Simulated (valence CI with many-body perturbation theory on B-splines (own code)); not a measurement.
Values are calculated unless marked as measured or tabulated.
# Run record, Sr XVI

Method: configuration interaction combined with many-body perturbation theory (CI+MBPT): five valence electrons over a frozen Dirac-Fock core [Ar], a basis of 6 s, 6 p, 5 d, 5 f, 1 g functions for each j, with the one-electron correlation potential Σ1 (screened to all orders), the two-electron term Σ2, the three-electron term Σ3, Breit, model QED; selected single and double excitations, second order for the rest (own B-spline code, finite nucleus).

Command, and the settings that its task file holds:

```sh
python run_cv.py task.json out
```

```
atom Sr  Z=38  mass_number=88  rms_radius_fm=4.2240
core [Ar]
valence 3d5
avg = 1
basis = S
breit = 1
cap = 10000
capref = 1200
cscale = 0.9
de = 0.0
dress = 0
eps = 2e-08
h = 0.27
hh = 1
l2 = 3
lcore = 6
maxit = 60
n2 = 5
natural = 1
nlev = 20
nno = [3, 3, 3, 3, 1]
nroot = 26
nsp = [3, 3, 2, 2, 0]
pt2 = 1
qed = 1
rpa = 1
s1 = 1
s2 = 1
s3 = 1
screen = 1
tol = 2e-05
```

It took 2.1 min on 1 thread of AMD EPYC (Zen 3) (shared host).

Log. The first blocks belong to the next ion, which gives the ionisation energy. Fields: 2J, parity (1 odd), roots, reference size, generating configurations, candidates as configurations/state functions, variational space P, stored matrix elements, Davidson steps; e2 is the range of second-order energies in hartree. The first line gives the box (bohr), its intervals, the orbitals and the steps of their self-consistent field. Window is the range of levels sought, series limit the energy at which the first omitted orbital would enter, core excitation an estimate of the first excitation out of the core, left out the lowest levels not solved, and shifts from estimates the range by which levels moved from their first estimate, all in cm⁻¹.

```
rmax 7.2 intervals 61 orbitals 40 references ['3d5', '3d4 4s', '3d4 4p'] scf 6 t 2.9
2J=0 par=0 roots 2 ref 17 generators 5 cand 1527/2912 P 522/997 nnz 0 it 0
2J=0 par=0 roots 2 ref 17 generators 8 cand 2479/5681 P 1188/2403 nnz 0 it 6
   second order: generators 17 cand 4607/11020 e2 -0.00003 -0.00002
2J=2 par=0 roots 2 ref 36 generators 4 cand 1965/10325 P 192/1000 nnz 0 it 0
2J=2 par=0 roots 2 ref 36 generators 10 cand 3938/23814 P 1011/4993 nnz 4.8e+06 it 5
   second order: generators 19 cand 4419/29543 e2 -0.00009 -0.00005
2J=4 par=0 roots 2 ref 51 generators 4 cand 1218/7716 P 141/993 nnz 0 it 0
2J=4 par=0 roots 2 ref 51 generators 9 cand 4021/35402 P 760/4996 nnz 5.7e+06 it 9
   second order: generators 16 cand 4702/44028 e2 -0.00034 -0.00018
reference levels 556, estimated 31, window 148040 1/cm; series limit 3211189, core excitation 905437
2J=5 par=0 roots 7 ref 81 generators 5 cand 1421/16542 P 259/3594 nnz 2.9e+06 it 8
2J=5 par=0 roots 7 ref 81 generators 5 cand 1358/15518 P 772/9998 nnz 2.1e+07 it 9
   second order: generators 10 cand 5310/139271 e2 -0.00152 -0.00055
2J=7 par=0 roots 6 ref 72 generators 3 cand 1415/16826 P 200/3573 nnz 3.3e+06 it 5
2J=7 par=0 roots 6 ref 72 generators 3 cand 1370/15812 P 672/9989 nnz 2.3e+07 it 9
   second order: generators 13 cand 10260/326424 e2 -0.00131 -0.00097
2J=11 par=0 roots 3 ref 35 generators 3 cand 1199/10526 P 275/3539 nnz 3.2e+06 it 5
2J=11 par=0 roots 3 ref 35 generators 3 cand 1125/9522 P 977/9997 nnz 2.2e+07 it 7
   second order: generators 13 cand 11037/387049 e2 -0.00017 -0.00014
2J=9 par=0 roots 4 ref 56 generators 3 cand 1348/14489 P 220/3500 nnz 3.2e+06 it 5
2J=9 par=0 roots 4 ref 56 generators 3 cand 1292/13516 P 755/9984 nnz 2.3e+07 it 8
   second order: generators 12 cand 10400/359450 e2 -0.00079 -0.00056
2J=3 par=0 roots 5 ref 67 generators 3 cand 1424/12864 P 269/3580 nnz 3.3e+06 it 5
2J=3 par=0 roots 5 ref 67 generators 3 cand 1352/11844 P 952/9993 nnz 2.1e+07 it 7
   second order: generators 11 cand 9717/225669 e2 -0.00044 -0.00033
2J=1 par=0 roots 3 ref 39 generators 3 cand 1218/6112 P 498/3529 nnz 3e+06 it 5
2J=1 par=0 roots 3 ref 39 generators 3 cand 1061/5109 P 1383/8087 nnz 1.3e+07 it 8
   second order: generators 10 cand 7355/99568 e2 -0.00011 -0.00007
2J=13 par=0 roots 1 ref 18 generators 1 cand 858/6212 P 388/3473 nnz 3.6e+06 it 4
2J=13 par=0 roots 1 ref 18 generators 1 cand 728/5224 P 888/7420 nnz 1.4e+07 it 5
   second order: generators 3 cand 3627/80307 e2 -0.00005 -0.00005
left out: unestimated 220108, estimated 169452, shifts from estimates -318 to 155
operators 4.0
```

The Davidson iterations converged. The settings are bad on purpose, so the numbers may not be properties of the ion.

No measured levels were compared; by estimate terms of the open shell hold to 2 to 4 % of their energy, and close levels can change places. Among the levels kept, up to 320 cm⁻¹ of a level comes from second order outside the variational space, and about a tenth of that is noise between levels of different J, which matters for small intervals. Only levels of the ground parity were solved; by the run's estimate the other parity begins above the list, which can be wrong where configurations are misplaced.

```yaml
Valence_energy: -122.5495 hartree
Ionisation_energy: 560.26 eV
Reference_configurations_for_the_orbitals: 3d5, 3d4 4s, 3d4 4p
Radial_orbitals: 40
Box_radius: 7.163 bohr
Largest_variational_space: 9998
Lowest_levels: 3d5 6S_5/2 0.0, 3d5 4G_5/2 [a] 76409, 3d5 4G_7/2 82269, 3d5 4G_11/2 82433, 3d5 4G_9/2 84409, 3d5 4G_5/2 [b] 85158, 3d5 4P_3/2 87322, 3d5 4P_1/2 92577, 3d5 4D_7/2 100780, 3d5 4D_5/2 108200, 3d5 4D_1/2 108460, 3d5 4D_3/2 111340, 3d5 2I_11/2 117860, 3d5 2I_13/2 123190 cm⁻¹
```

Names give the largest LS component (configuration and term), which can be under half, so a name can repeat, a term be missing and a line seem to break the LS rules; names also repeat where a configuration has a term twice. Letters in brackets count levels of one name in rising energy.
